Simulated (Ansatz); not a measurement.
`[F][GaH][Cl]` + F• → `[F][Ga][Cl]`• + H–F at 500 K and 1 bar (hydrogen abstraction from a Ga–H bond).

Isolated molecules relaxed with PBE0-D4/def2-TZVP in Ansatz; ΔE leaves out vibrations. CCSD(T)/CBS is the MP2 limit (def2-TZVPP, def2-QZVPP) plus CCSD(T) − MP2 in def2-TZVPP, frozen cores. This one scheme is used for every species, atoms too. Open shells (•) are unrestricted, without spin–orbit coupling. Spin–orbit coupling would lower the free atoms: a little for F. For Ga outer-core shells are correlated without core-valence functions, so the limit isn't a true one: a few kJ/mol of doubt a bond, and 10 to 20 or more in all where bonds break to atoms. Scalar relativity is left out up to krypton.

```json
{"species": "`[F][GaH][Cl]`", "CCSD(T)/CBS energy (Eh)": "-2484.20089", "H − E (kJ/mol)": "53.4", "S (J/(mol·K))": "328.5"}
{"species": "F•", "CCSD(T)/CBS energy (Eh)": "-99.66871", "H − E (kJ/mol)": "10.4", "S (J/(mol·K))": "171.2"}
{"species": "`[F][Ga][Cl]`•", "CCSD(T)/CBS energy (Eh)": "-2483.56399", "H − E (kJ/mol)": "30.8", "S (J/(mol·K))": "324.3"}
{"species": "H–F", "CCSD(T)/CBS energy (Eh)": "-100.39570", "H − E (kJ/mol)": "39.4", "S (J/(mol·K))": "188.7"}
```

H − E and S are ideal-gas, rigid-rotor, harmonic terms from PBE0-D4/def2-TZVP, with the whole ground term of open shells counted as degenerate. 1 Eh = 2625.50 kJ/mol, R = 8.31446 J/(mol·K).

**Question.** By hand: ΔE, ΔH, ΔS and ΔG.

**Answer.** ΔE = (-2483.56399) + (-100.39570) − (-2484.20089) − (-99.66871) = -0.09009 Eh = -236.5 kJ/mol. Δ(H − E) = 30.8 + 39.4 − 53.4 − 10.4 = 6.4, so ΔH = -230.1 kJ/mol. ΔS = 324.3 + 188.7 − 328.5 − 171.2 = 13.3 J/(mol·K). ΔG = -230.1 − 500 × (13.3)/1000 = -236.8 kJ/mol.

**Question.** By hand: the equilibrium constant, and the temperature at which ΔG would vanish if ΔH and ΔS stayed fixed.

**Answer.** log₁₀ K = −ΔG/(RT ln 10) = 24.7. ΔH and −TΔS have one sign here, so there is no such temperature.

The number of gas molecules stays the same, so ΔS is small and ΔH decides. A doubt of 5 kJ/mol in ΔE shifts log₁₀ K by 0.5 here. These are equilibria of isolated gas molecules and say nothing of rates. Largest T1 diagnostic: 0.016 (customary marks: 0.02 for closed shells, 0.045 for open ones).
